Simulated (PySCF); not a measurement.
**CH3F3OSi**

The system: CH3F3OSi, a small molecule (built as: C site whose three back bonds go to F, H, H); neutral, singlet. The structure, one conformer, was relaxed in the gas phase by PBE0-D3(BJ)/def2-SVP. No frequency run checks that it is a minimum.

SMILES: O[Si](F)(F)CF

```xyz
9

C     1.238   -0.272    0.195
F     1.892   -0.033   -0.990
Si   -0.542    0.279    0.107
O    -1.326   -0.547   -1.059
F    -1.195    0.018    1.559
F    -0.692    1.864   -0.145
H     1.272   -1.352    0.427
H     1.758    0.249    1.019
H    -2.178   -0.229   -1.373
```
Atom numbers follow the order of the file, from 1.

Shieldings: GIAO PBE0/pcSseg-2. Shifts are against computed references at the same level: C TMS (σ 184.1 ppm), H TMS (σ 31.24 ppm), Si TMS (σ 341.3 ppm). Core levels by delta-SCF with SCAN, pcX-2 on the ionised atom and pcseg-1 elsewhere, spin-free X2C (2p3/2 is the spin-free 2p value less a third of a first-order spin-orbit splitting); from the vacuum level, for chosen atoms.

Problem. Give the shieldings and core levels atom by atom.

Solution. 
```tsv
atoms	bonded to	σ (ppm)	δ (ppm)	core level (eV)
C1	1 F + 1 Si + 2 H	112.0	72.1	1s 293.45
F2	1 C	484.7	-	1s 693.05
Si3	1 C + 2 F + 1 O	396.9	-55.6	2p3/2 109.64
O4	1 Si + 1 H	277.7	-	1s 539.78
F5	1 Si	319.6	-	1s 693.11
F6	1 Si	321.7	-	-
H7	1 C	26.73	4.52	-
H8	1 C	26.77	4.47	-
H9	1 O	28.79	2.45	-
```

Values are those of this one static structure; atoms that internal rotation interchanges would show their mean in an NMR spectrum.

Problem. By CAM-B3LYP/def2-SVPD (TDDFT singlets, Tamm-Dancoff triplets, ionisation by delta-SCF), where does absorption start, and what does vertical ionisation take?

Solution. The lowest singlet lies at 8.32 eV (f 0.027), the strongest of the first 6 at 8.89 eV (f 0.053), the lowest triplet at 7.70 eV; vertical ionisation takes 12.29 eV.
